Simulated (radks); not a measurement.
Problem. The mean radii <r> (bohr) of the occupied orbitals of an atom or ion are listed with their occupations. Calculated with a radial shooting solver on a logarithmic mesh with Libxc functionals: scalar-relativistic Kohn-Sham, PBE, spin-unpolarised, spherical densities, finite nucleus; Fermi nuclear charge, rms radius of each element as measured or else 0.836 A^(1/3) + 0.57 fm.

orbital  occ.      <r>
1s          2  0.02151
2s          2  0.09065
2p          6  0.08001
3s          2   0.2220
3p          6   0.2170

Name the element and its charge.

Solution. Z = 65, terbium, charge +47: Tb47+ in [Ar]. The 1s radius gives Z: for a bare nucleus <r> = (2 gamma + 1)/(2Z) with gamma = sqrt(1 - (Z/c)^2), 0.02124 bohr for Z = 65, and screening makes it slightly larger (0.02151 here). The occupations add up to 18, and the charge is Z minus that.
